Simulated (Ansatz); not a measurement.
A nudged elastic band was laid between two geometries of CH₂BClN (6 atoms, charge -1, multiplicity 1).

Method: RKS PBE-D4/def2-mTZVP (Ansatz 0.2.0).

| Quantity | Value |
| --- | --- |
| movable images | 5 |
| climbing image | yes |
| spring | 5.0 eV/Å² |
| optimiser | quadratic models (default) |
| start path | IDPP |
| force threshold | 0.05 eV/Å |
| iteration limit | 60 |
| end points | relaxed |

Initial state:

```xyz
6
Properties=species:S:1:pos:R:3
N -1.109 0.922 0.220
C 0.122 0.476 0.083
B 0.717 -0.639 -0.805
Cl 1.113 -2.156 0.229
H -1.734 0.284 -0.315
H 0.891 1.112 0.588
```

Final state:

```xyz
6
Properties=species:S:1:pos:R:3
N -0.790 1.076 -0.591
C 0.085 0.458 0.174
B 0.077 -0.946 0.818
Cl 1.247 -2.093 -0.101
H -1.528 0.386 -0.843
H 0.909 1.119 0.542
```

(1) Which bonds break or form, and what moves?

(2) Give the energies along the band, and the barrier.

(3) What is the geometry of the highest image?

(4) What are the harmonic wavenumbers there?

## Answers

(1) No bond is made or broken. The dihedral H6–C2–B3–Cl4 changes from 85 to -85° by way of a nearly straight angle C2–B3–Cl4 (up to 169°), not by a turn about the bond. The two ends are copies of one structure, up to a mirror image or an exchange of like atoms.

(2) The forces met the threshold. The highest image is number 3 of 0 to 6, 19.9 kcal/mol above the ends, which have the same energy within 2 meV. A vibrational analysis at the climbing image gives one clearly imaginary mode, 414i cm⁻¹: a first-order saddle point. Limits of this set-up: an anion without diffuse functions, the dipole of an ion depends on the origin.

```json
{"image": "0", "path coordinate (Å)": "0.00", "energy (kcal/mol)": "0.0", "angle C2–B3–Cl4 (°)": "110"}
{"image": "1", "path coordinate (Å)": "0.44", "energy (kcal/mol)": "1.4", "angle C2–B3–Cl4 (°)": "119"}
{"image": "2", "path coordinate (Å)": "0.88", "energy (kcal/mol)": "9.4", "angle C2–B3–Cl4 (°)": "142"}
{"image": "3", "path coordinate (Å)": "1.32", "energy (kcal/mol)": "19.9", "angle C2–B3–Cl4 (°)": "169"}
{"image": "4", "path coordinate (Å)": "1.76", "energy (kcal/mol)": "9.5", "angle C2–B3–Cl4 (°)": "142"}
{"image": "5", "path coordinate (Å)": "2.20", "energy (kcal/mol)": "1.5", "angle C2–B3–Cl4 (°)": "119"}
{"image": "6", "path coordinate (Å)": "2.64", "energy (kcal/mol)": "0.0", "angle C2–B3–Cl4 (°)": "110"}
```

(3) 
```xyz
6
Properties=species:S:1:pos:R:3:forces:R:3
N -1.048 1.262 -0.214 0.00 0.00 0.00
C -0.031 0.408 0.059 -0.02 -0.01 -0.01
B 0.531 -0.911 0.061 0.00 0.01 0.00
Cl 1.494 -2.390 0.201 0.00 0.00 0.00
H -1.810 0.696 -0.629 0.00 0.00 0.00
H 0.864 0.934 0.522 0.01 0.00 0.00
```

(4) 414i, 47, 432, 493, 502, 650, 1039, 1111, 1315, 1545, 2630, 3235 cm⁻¹.

The run took 4.5 min on 1 thread of Arm Neoverse N1 (shared host), peak memory 0.26 GiB.
